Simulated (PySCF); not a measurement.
Numbering as in the mapped SMILES `[CH3:1]/[CH:2]=[C:3](\[CH2:4][CH3:5])[C:6](=[O:7])[F:8]`. Each H is labelled by its parent atom.

Theoretical values (PySCF): σ from GIAO-PBE0/pcSseg-1, coordinates at the GFN2-xTB level. No relativistic terms, in vacuum, equivalent nuclei averaged, one conformer.

Referencing at the same level of theory: 13C (σref 186.93), 1H (σref 31.72) vs TMS; 17O (σref 336.08) against H2O; 19F (σref 170.95) against CFCl3.

```csv
atoms,nucleus,count,δ (ppm)
C5,13C,1,?
H(C4),1H,2,?
F8,19F,1,11.3
H(C2),1H,1,7.48
C6,13C,1,165.5
H(C5),1H,3,1.02
C3,13C,1,137.2
C4,13C,1,23.7
H(C1),1H,3,2.13
C1,13C,1,?
O7,17O,1,?
C2,13C,1,156.5
```

Complete the table.

Answers


- C1: 18.9 ppm, allylic methyl carbon; a saturated carbon with 1 carbon neighbour and no heteroatom attached
- C5: 16.8 ppm, methyl carbon; a saturated carbon with 1 carbon neighbour and no heteroatom attached
- H(C4): 2.51 ppm, hydrogen on an allylic sp3 CH2; allylic position
- O7: 430.0 ppm, carbonyl oxygen

Shifts are as computed. Against solution values, carbons near 30 ppm lie about +3 ppm off and those near 130 ppm about +5 ppm. Of 1211 compounds with measured shifts, 218 miss one by over three times the rms of a fit or turn the order of signals round; such compounds aren't used in these exercises. Unscaled 19F shifts against computed CFCl3 carry errors that often reach 10 to 50 ppm. Unscaled 17O shifts of doubly bonded oxygen tend to come out too high, by tens of ppm or more. Experimental scales use liquid or dissolved standards, which lie at an offset from isolated H2O (liquid H2O: subtract about 36 ppm).
